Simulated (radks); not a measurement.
All-electron atom: Sn V in [Kr] 4d10. All-electron calculation, scalar-relativistic Kohn-Sham, BLYP, spin-polarised, spherical densities, finite nucleus; Fermi nuclear charge, rms radius 4.6519 fm. Program: a radial shooting solver on a logarithmic mesh with Libxc functionals.

Unscreened Slater integrals over Kohn-Sham orbitals (hartree). They are taken over the spin-up orbitals.

integral     value
F0(4d,4d)  0.84387
F2(4d,4d)  0.42496
F4(4d,4d)  0.28018
F0(4d,4p)  0.91916
F2(4d,4p)  0.46219
G1(4d,4p)  0.58656
G3(4d,4p)  0.36110
F0(4d,4s)  0.94667
G2(4d,4s)  0.44085
F0(4p,4p)   1.0183
F2(4p,4p)  0.53414
F0(4p,4s)   1.0560
G1(4p,4s)  0.71770
F0(4s,4s)   1.0989
